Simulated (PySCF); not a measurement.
Si(AsH2)(OH)3 (AsH5O3Si), SMILES O[Si](O)(O)[AsH2]. Coordinates come from a PBE-D3(BJ)/def2-SVP optimisation. This is a generated structure with no PubChem entry under its InChIKey; it may be hypothetical. Other conformers were not sampled.

Computed with PBE-D3(BJ)/def2-SVP in PySCF.

Harmonic wavenumbers (cm⁻¹): 91, 116, 146, 210, 211, 226, 261, 295, 352, 419, 576, 627, 753, 787, 801, 843, 914, 941, 956, 2113, 2130, 3734, 3759, 3764. Rotational constants (GHz): 3.748, 1.373, 1.341; symmetry number 1.

Work out the zero-point energy and the ideal-gas rigid-rotor harmonic-oscillator thermochemistry at 298.15 K and 1 atm.

ZPE = ½ Σ hcν = ½ × 25026 cm⁻¹ = 35.78 kcal/mol. H − E(el) = 41.94 kcal/mol. Entropy in cal/(mol K): translation 41.04, rotation 28.23, vibration 22.77, total 92.05. G − E(el) = 14.49 kcal/mol. Cp = 31.69 cal/(mol K). Modes under 150 cm⁻¹ make the vibrational entropy uncertain.
